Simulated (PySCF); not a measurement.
## IBr and its ions

r²SCAN; PySCF, scalar-relativistic core potentials, basis sets I def2-SVP with ECP28, Br def2-SVP. Neutral (UKS): singlet (closed shell), Re = 2.505 Å, ωe = 264 cm⁻¹, De = 2.11 eV, HOMO -6.76 eV, LUMO -4.60 eV.

IBr⁺ (UKS): doublet (π ↑), Re = 2.421 Å, ωe = 297 cm⁻¹, De = 2.75 eV to I⁺ + Br. The energies at the minima are -2871.65059 hartree for IBr and -2871.28532 for IBr⁺.

(1) Work out the adiabatic ionisation energy, without and with harmonic zero-point energies (1 hartree = 27.2114 eV, 1 eV = 8065.5 cm⁻¹), and the change of the bond length.

These are scalar-relativistic numbers at best; spin–orbit coupling would shift them, the dissociation energy most. For an ion De counts to the pair picked by the measured ionisation energies or electron affinities, which need not be the lowest pair at this level. States were picked by a PBE0 search and need not be the measured ground states.

Answers

(1) At r²SCAN: 0.36527 hartree = 9.940 eV between the minima; the zero-point term (297.0 − 264.0)/2 cm⁻¹ = +0.002 eV makes it 9.942 eV. Re changes by -8.4 pm against the neutral. Minus the HOMO energy is 6.76 eV, -3.18 eV from the value between the minima; self-interaction puts the Kohn–Sham level too high, less so with exact exchange. The electron leaves a π orbital, and the shorter bond of the ion fits an antibonding orbital, or a change in how ionic the bond is.
